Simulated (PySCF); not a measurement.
CH₃Si, SMILES C=[SiH], multiplicity 2. Coordinates come from a PBE-D3(BJ)/def2-TZVP optimisation. The isomer is the one that the SMILES or the coordinates give; other isomers of the formula were not compared.

The numbers are results of PBE-D3(BJ)/def2-TZVP (PySCF), not measurements.

Harmonic wavenumbers (cm⁻¹): 239, 489, 705, 802, 941, 1304, 2071, 3058, 3169. Rotational constants (GHz): 154.3, 15.37, 13.98; symmetry number 1.

Q: Work out the zero-point energy and the ideal-gas rigid-rotor harmonic-oscillator thermochemistry at 298.15 K and 1 atm.

A: ZPE = ½ Σ hcν = ½ × 12778 cm⁻¹ = 18.27 kcal/mol. H − E(el) = 21.25 kcal/mol. Entropy in cal/(mol K): translation 37.21, rotation 19.81, vibration 3.15, spin 1.38, total 61.55. G − E(el) = 2.90 kcal/mol. Cp = 13.07 cal/(mol K).
